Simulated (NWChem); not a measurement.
C4H4BrF; SMILES C([C@@H](F)CBr)#C

```xyz
10

C     -0.7731    -3.5701    -0.0285
C     -0.2904    -2.4733     0.1374
C      0.2652    -1.1332     0.3401
F      1.5692    -1.0892    -0.0783
C     -0.5542    -0.1107    -0.4270
Br     0.0537     1.6950    -0.0921
H     -1.1933    -4.5489    -0.1743
H      0.2466    -0.8906     1.4179
H     -0.4662    -0.2915    -1.5061
H     -1.6089    -0.1636    -0.1302
```
Atoms are numbered in this order, from 1.

Computed with NWChem. Pople sets run with spherical d functions. The geometry was optimised at PBE0/def2-SVP. B3LYP is NWChem's, with the RPA form of VWN correlation. GIAO values for the isolated, static molecule; σ is the absolute isotropic shielding, δ = σ(reference) − σ with the isolated reference molecule computed at the same levels (13C: tetramethylsilane, 19F: trichlorofluoromethane, 1H: tetramethylsilane). Spin-orbit effects, on the heavy nuclei and on their neighbours, are missing.

```tsv
level	δ C2 (ppm)	δ C3 (ppm)	δ F4 (ppm)	σ Br6 (ppm)	δ H7 (ppm)	δ H8 (ppm)	δ H10 (ppm)
PBE0/pcSseg-1	81.2	82.2	-202.8	2326.2	2.63	4.91	3.23
PBE/pcSseg-1	81.1	85.9	-219.5	2234.2	2.46	5.10	3.33
B3LYP/6-31G*	?	?	?	?	?	5.08	?
KT2/pcSseg-1	74.7	83.5	-221.0	2276.2	2.73	5.08	3.36
LDA (Slater exchange, VWN5)/pcSseg-1	87.0	88.7	-229.6	2226.5	2.46	5.24	3.40
```

Task: What belongs in the gaps?

Result: 
- B3LYP/6-31G*, δ C2 (ppm): 67.9
- B3LYP/6-31G*, δ C3 (ppm): 77.4
- B3LYP/6-31G*, δ F4 (ppm): -196.2
- B3LYP/6-31G*, σ Br6 (ppm): 2377.6
- B3LYP/6-31G*, δ H7 (ppm): 2.19
- B3LYP/6-31G*, δ H10 (ppm): 3.14
